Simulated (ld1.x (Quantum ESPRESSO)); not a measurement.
phosphorus (P): one change to a TM potential, before and after

* Element: phosphorus (P)
* Generator: ld1.x (Quantum ESPRESSO) 7.5
* Type: norm-conserving Troullier–Martins (Kleinman–Bylander form)
* Functional: PBE
* Relativity: scalar-relativistic
* Frozen core: [Ne]
* Valence charge: 5
* Reference configuration: 3s2 3p3
* Partial waves: 3s (bound): rc 1.10 bohr; 3p (bound): rc 1.20 bohr; 3d channel at 0.1 Ry: rc 0.90 bohr
* Local potential: the d channel
* Core correction: a·sin(br)/r model core inside 0.85 bohr

Change: wave 3s (bound): rc 1.10 bohr becomes 3s (bound): rc 0.96 bohr.

Cutoffs: the cutoffs (Ry, on a coarse ladder) from which the occupation-weighted sum of valence levels, in a spherical-Bessel basis at the reference potential, stays within 10 and 1 mRy of its value at 400 Ry; they do not see the model core or the augmentation charge, which bear on the density cutoff. Errors are all-electron minus pseudo energies relative to the spin-unpolarised reference configuration.

Q: Predict the effect on cutoff, ghosts and configuration errors.

A: Both files keep a bound ghost (s); of the 7 tests that both files solve, the error grows in 3 and shrinks in 3 by more than 15 % and 0.3 meV (median size 5.7 → 2.8 meV); the range in which the s phases agree narrows (upper end at the end of the scan → 0.6).

```tsv
quantity	base	changed
cutoff, loose	80 Ry	200 Ry
cutoff, tight	200 Ry	over 300 Ry
loose cutoff by channel (10 mRy a level)	s 60 Ry, p 55 Ry	s 160 Ry, p 55 Ry
bound ghosts	s	s
error for 3s2 3p2, meV [ΔE 9.73 eV]	+3.7	+2.8
error for 3s2 3p1, meV [ΔE 28.88 eV]	+14	+6.4
error for 3s2 3p0, meV [ΔE 58.62 eV]	-10	-40
error for 3s1 3p0, meV [ΔE 110.62 eV]	-13	-84
error for 3s1 3p4, meV [ΔE 8.53 eV]	+0.4	-2.3
error for 3s0 3p5, meV [ΔE 17.20 eV]	+5.7	-2.2
error for 3s2 3p2.5, meV [ΔE 3.77 eV]	+0.7	+0.6
s: phases at 1.30 bohr within 0.05 rad from the reference energy up to (Ry; the scan ends near 5)	to the end of the scan	0.6
p: phases at 1.30 bohr within 0.05 rad from the reference energy up to (Ry; the scan ends near 5)	0.8	0.8
d: phases at 1.30 bohr within 0.05 rad from the reference energy up to (Ry; the scan ends near 5)	to the end of the scan	to the end of the scan
```

 A true bound ghost makes a file unfit for plane-wave use even where its test errors are small: the radial tests pick states by their node count and pass the ghost by.
